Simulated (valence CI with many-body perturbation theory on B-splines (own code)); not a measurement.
Which ion has this spectrum?

A relativistic CI+MBPT calculation for an atom or ion with 7 electrons gives these levels (cm⁻¹):

```
  J  Parity       E     g
3/2     odd       0  2.00
3/2     odd   82747  0.82
5/2     odd   83888  1.20
1/2     odd  127380  0.66
3/2     odd  129203  1.32
5/2    even  378559  1.60
3/2    even  385465  1.73
1/2    even  388999  2.67
3/2    even  521175  0.80
5/2    even  521308  1.20
1/2    even  609469  1.96
3/2    even  637528  1.33
1/2    even  646316  0.71
3/2     odd  991786  1.33
```

The energies are calculated, with errors of perhaps 300 cm⁻¹, more in some levels.

Q: Which is it?
A. P8+
B. S9+
C. Cl10+
D. Si7+

A: B. S9+, ground level 2s²2p³ ⁴S°_3/2.
